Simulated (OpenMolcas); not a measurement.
Mo2+ (d4) among equal point charges was computed by CASSCF with the d shell active (OpenMolcas, ANO-RCC-VDZP on the metal). Its lowest spin-free states, and all those of the highest spin:

```json
{"2S+1": "5", "Degeneracy": "2", "E (cm-1)": "0.0"}
{"2S+1": "3", "Degeneracy": "2", "E (cm-1)": "3667"}
{"2S+1": "1", "Degeneracy": "1", "E (cm-1)": "6127"}
{"2S+1": "3", "Degeneracy": "1", "E (cm-1)": "6798"}
{"2S+1": "1", "Degeneracy": "2", "E (cm-1)": "9497"}
{"2S+1": "1", "Degeneracy": "2", "E (cm-1)": "14313"}
{"2S+1": "3", "Degeneracy": "2", "E (cm-1)": "15250"}
{"2S+1": "3", "Degeneracy": "2", "E (cm-1)": "15544"}
{"2S+1": "3", "Degeneracy": "2", "E (cm-1)": "15815"}
{"2S+1": "3", "Degeneracy": "2", "E (cm-1)": "16839"}
{"2S+1": "1", "Degeneracy": "1", "E (cm-1)": "17087"}
{"2S+1": "3", "Degeneracy": "1", "E (cm-1)": "18504"}
{"2S+1": "5", "Degeneracy": "1", "E (cm-1)": "24371"}
{"2S+1": "5", "Degeneracy": "2", "E (cm-1)": "24535"}
```

Is the site octahedral, tetrahedral or cube-like, axial, or of lower symmetry?

The states with 2S+1 = 5 have orbital degeneracies 2, 1, 2. There are pairs but no triples, so the site is axial: not cubic, but with a proper or improper axis of order three or more. The run had Mo2+ among 3 point charges of -3 e arranged as a planar triangle (D3h), 2.17 Å from the ion. The active orbitals were held to one l.

An orbital doublet at a regular site is open to a Jahn-Teller distortion, which this geometry leaves out. Without dynamic correlation the repulsion within the d shell is too large (B by tens of per cent), so at a given field states of lower spin stand too high. This shell can be high or low spin here, a state of another spin lies low, and with metal d orbitals alone active their balance is uncertain, so the ground spin may be wrong. Point charges give a weaker field than real ligands, and real ions of this kind are as a rule low spin; the high spin found here belongs to the model. This is an electrostatic model: the charges have no orbitals. An unlabelled pair can be two single states that coincide in this model. No measured value stands beside these numbers.
